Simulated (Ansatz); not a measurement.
## Reading a saddle point

A first-order saddle point of BAsH6SO2, singlet, PBE0-D4/def2-TZVP, with one imaginary mode of 834i cm⁻¹:

B1  (0.208, -0.492, -0.387)
S2  (-0.023, 1.528, -1.175)
O3  (-0.834, -1.286, -0.806)
O4  (1.519, -0.883, -0.581)
H5  (-0.140, 0.770, 0.312)
As6  (-0.187, -0.339, 1.871)
H7  (-1.343, 1.354, -1.329)
H8  (-0.586, -1.797, -1.583)
H9  (2.174, -0.186, -0.554)
H10  (0.678, 0.850, 2.272)
H11  (-1.466, 0.481, 1.962)
(Å)

Computed with Ansatz 0.2.0 (basis: def2-TZVPP and def2-QZVPP); correlated methods freeze the cores. Filled d shells of the heavier atoms are correlated. The def2 sets are not built for correlating such inner shells, so the correlated values are less sure here. Extrapolation: Hartree–Fock as exp(−7.88 √X), correlation as X^−2.97.

Which contacts change along the imaginary mode, and what lies on either side? (Judge from chemistry; the calculation decides.)

By the calculation: The step is BH₃SO₂ ([OH][B]([OH])[SH]) + AsH₃ → BAsH₄O₂ ([OH][B]([OH])[AsH2]) + H₂S, with the molecules in contact on both sides. Shortening one way: B1–As6, S2–H5; lengthening the same way: B1–S2, H5–As6.
```
  pair  one side (Å)  saddle (Å)  other side (Å)
B1–As6          3.90        2.30            2.05
 S2–H5          6.00        1.67            1.34
 B1–S2          1.83        2.18            4.37
H5–As6          1.52        1.91            4.67
```

Which side is lower, and how far does the saddle lie above each? (An estimate is asked for; the value comes from the calculation.)

Computed: The side with B1–S2, H5–As6 short is lower by 12.19 kcal/mol; the saddle lies 51.53 kcal/mol above it and 39.35 kcal/mol above the other (CCSD(T) at an estimated basis limit (MP2 extrapolated from triple and quadruple zeta, plus CCSD(T) − MP2 in triple zeta); electronic energies).

No T1 diagnostic of these runs exceeds 0.013.

Labels in which every atom is bracketed show which atoms are joined, not bond orders.

For scale, one of the runs: CCSD(T)/def2-TZVPP, 267 basis functions, launched by `ansatz run in.yaml --threads 8 --pin off --events-out ev --progress --plain --max-ram 19148MiB`. Time: 3.6 min of wall clock on 8 CPU threads of an Arm Neoverse V1; the host was shared. Peak host memory: 7 GiB.
